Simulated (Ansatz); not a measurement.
`CC1[SiH2]C[SiH2]1`: the same geometry under several functionals.

```yaml
crystal:
  periodic: [false, false, false]
  atoms:
    - {symbol: C, position_ang: [-1.397584, -0.058830, 1.551781]}
    - {symbol: C, position_ang: [-0.211256, 0.350962, 0.695556]}
    - {symbol: Si, position_ang: [1.124349, -0.882970, 0.152162]}
    - {symbol: C, position_ang: [1.301546, -0.007507, -1.515163]}
    - {symbol: Si, position_ang: [-0.383884, 0.768556, -1.147730]}
    - {symbol: H, position_ang: [-1.089540, -0.366344, 2.555352]}
    - {symbol: H, position_ang: [-2.116670, 0.756984, 1.669978]}
    - {symbol: H, position_ang: [-1.933066, -0.900488, 1.105148]}
    - {symbol: H, position_ang: [0.323497, 1.197435, 1.150121]}
    - {symbol: H, position_ang: [2.346031, -0.977094, 1.001230]}
    - {symbol: H, position_ang: [0.554214, -2.250066, -0.009229]}
    - {symbol: H, position_ang: [1.410145, -0.614461, -2.412104]}
    - {symbol: H, position_ang: [2.100004, 0.739103, -1.493445]}
    - {symbol: H, position_ang: [-1.489831, -0.011442, -1.771025]}
    - {symbol: H, position_ang: [-0.559653, 2.205564, -1.503231]}
basis:
  gaussian: {orbitals: def2-TZVPP}
hamiltonian: {xc: {name: B2PLYP}}
```

```sh
$ ansatz run in.yaml --threads 4 --pin off --events-out ev --progress --plain --max-ram 10444MiB
```

It prints (some lines left out):

```
Functional definition: B2PLYP
1801 factors; integrals over basis functions are off by at most 8.7e-4 eV
mean field evaluation 1: about -19006.2240 eV, gradient 5.9e1 eV
mean field evaluation 2: about -19006.3868 eV, gradient 5.9e1 eV
mean field evaluation 4: about -19014.3503 eV, gradient 4.7e0 eV
mean field evaluation 8: about -19014.4104 eV, gradient 3.8e-1 eV
mean field evaluation 16: about -19014.4108 eV, gradient 5.1e-5 eV
mean field -19014.41077759 eV, -698.7667076458 hartree, gradient 5.5e-6 eV, S^2 0.000000; 0 other end points of the search recorded, 0 dependent functions left out
13 core orbitals not correlated: weight in the atoms' cores, before any rotation towards them, 1.000 or more for the frozen orbitals, at most 0.000 for the correlated occupied ones
reference -19014.41098325 eV, -698.7667152039 hartree; 15, 15 occupied and 289, 289 virtual orbitals, 1801 factors
second order -25.58992374 eV of doubles, -0.00000000 eV of singles
Total energy: -19021.32026266 eV, -699.0206265389 hartree
```

It took 6.5 s on 4 threads of an Intel Xeon 6975P-C on a shared host, with 1.1 GiB of host memory at the peak.

With the line `hamiltonian: {xc: {name: wB97M-V}}` and forces (abridged; 9.5 s):

```
Functional definition: wB97M-V
mean field evaluation 16: about -19027.9692 eV, gradient 1.5e-4 eV
mean field -19027.96922475 eV, -699.2649713888 hartree, gradient 3.1e-5 eV, S^2 0.000000
Total energy: -19027.96928654 eV, -699.2649736596 hartree
Atom 0 force    -0.182530    -0.057031     0.139354 eV/Å
Atom 1 force     0.207524     0.079523    -0.140219 eV/Å
Atom 2 force     0.082812    -0.135936     0.098724 eV/Å
Atom 3 force     0.020602     0.002423    -0.021386 eV/Å
Atom 4 force    -0.132066     0.100223    -0.086596 eV/Å
Atom 5 force    -0.028279     0.020091    -0.075427 eV/Å
Atom 6 force     0.050227    -0.065566    -0.007786 eV/Å
Atom 7 force     0.033709     0.052668     0.027495 eV/Å
Atom 8 force    -0.031525    -0.055188    -0.033147 eV/Å
Atom 9 force    -0.139864     0.012168    -0.097759 eV/Å
Atom 10 force     0.049532     0.141934     0.016085 eV/Å
Atom 11 force    -0.007616     0.045849     0.066821 eV/Å
Atom 12 force    -0.055910    -0.049577     0.002489 eV/Å
Atom 13 force     0.112214     0.073036     0.070175 eV/Å
Atom 14 force     0.021169    -0.164618     0.041176 eV/Å
Dipole moment:     0.054997     0.083914     0.042772 e Å
```

Changing it to `hamiltonian: {xc: hse06, dispersion: d4}` (abridged; 3 s):

```
Functional definition: HSE06
mean field evaluation 16: about -19019.9193 eV, gradient 3.8e-5 eV
mean field -19019.91932959 eV, -698.9691431982 hartree, gradient 3.8e-5 eV, S^2 0.000000
Total energy: -19020.22034265 eV, -698.9802052240 hartree
```

With the line `hamiltonian: {xc: {name: LC-wPBE}}` (abridged; 2.3 s):

```
Functional definition: LC-wPBE
mean field evaluation 16: about -19024.3535 eV, gradient 6.2e-5 eV
mean field -19024.35353910 eV, -699.1320973919 hartree, gradient 6.2e-5 eV, S^2 0.000000
Total energy: -19024.35353911 eV, -699.1320973922 hartree
```

The same input with `hamiltonian: {xc: pbe, dispersion: d4}` and forces (abridged; 2.3 s):

```
Functional definition: PBE
mean field evaluation 16: about -19018.1537 eV, gradient 8.4e-3 eV
mean field -19018.15372635 eV, -698.9042584757 hartree, gradient 5.1e-5 eV, S^2 0.000000
Total energy: -19018.53313833 eV, -698.9182016087 hartree
Atom 0 force     0.003963     0.007250     0.004578 eV/Å
Atom 1 force    -0.043305    -0.006622     0.041444 eV/Å
Atom 2 force     0.059886    -0.068130     0.034335 eV/Å
Atom 3 force     0.024579    -0.010588    -0.042484 eV/Å
Atom 4 force    -0.051313     0.054211    -0.061564 eV/Å
Atom 5 force     0.051125    -0.062224     0.202422 eV/Å
Atom 6 force    -0.148635     0.156453     0.030206 eV/Å
Atom 7 force    -0.107961    -0.163151    -0.081968 eV/Å
Atom 8 force     0.093668     0.155169     0.088730 eV/Å
Atom 9 force     0.135026    -0.019336     0.094617 eV/Å
Atom 10 force    -0.060396    -0.140785    -0.014066 eV/Å
Atom 11 force     0.033090    -0.110130    -0.178527 eV/Å
Atom 12 force     0.152946     0.130521    -0.011141 eV/Å
Atom 13 force    -0.115866    -0.080280    -0.061827 eV/Å
Atom 14 force    -0.026808     0.157641    -0.044755 eV/Å
Dipole moment:     0.051629     0.084275     0.047139 e Å
```

Changing it to `hamiltonian: {xc: pbe0, dispersion: d4}` (abridged; 3.2 s):

```
Functional definition: PBE0
mean field evaluation 16: about -19020.4975 eV, gradient 3.4e-5 eV
mean field -19020.49746842 eV, -698.9903894082 hartree, gradient 3.4e-5 eV, S^2 0.000000
Total energy: -19020.81945816 eV, -699.0022223128 hartree
```

HSE06 is the plane-wave form, built on full-range PBE exchange.
